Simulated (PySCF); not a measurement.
- PBE0/pcSseg-1 with gauge-including orbitals
- structure optimised with GFN2-xTB
- code: PySCF 2.14
- one averaged value for each set of equivalent atoms, non-relativistic Hamiltonian, isolated molecule, one conformer

Scale: $^{1}$H (σ = 31.72 ppm) and $^{13}$C (σ = 186.93 ppm) against TMS (reference shieldings calculated alike). Shifts are as computed. Against solution values, carbons near 30 ppm lie about +3 ppm off and those near 130 ppm about +5 ppm. Of 1211 compounds with measured shifts, 218 miss one by over three times the rms of a fit or turn the order of signals round; such compounds aren't used in these exercises.

Question: Order these molecules by the shift of their most deshielded carbon-bound hydrogen, lowest δ first.
A. C=Nc1cccc(C)c1
B. C1CCCC1
C. C=C(C)c1ccccn1

Answer: B (1.59 ppm, hydrogen on an sp3 CH2 in a ring), A (7.71 ppm, hydrogen on a C=N carbon), C (8.93 ppm, hydrogen on an aromatic CH next to a ring nitrogen).

Question: How many $^{13}$C and $^{1}$H signals does each give (equivalence by symmetry and fast rotation, but not about amide C–N or C=N bonds)? `C=C(C)c1ccccn1`, `C1CCCC1`, `C=CCc1ccccc1`, `C=Nc1cccc(C)c1`

Answer: C=C(C)c1ccccn1: 8 C, 7 H; C1CCCC1: 1 C, 1 H; C=CCc1ccccc1: 7 C, 7 H; C=Nc1cccc(C)c1: 8 C, 7 H.
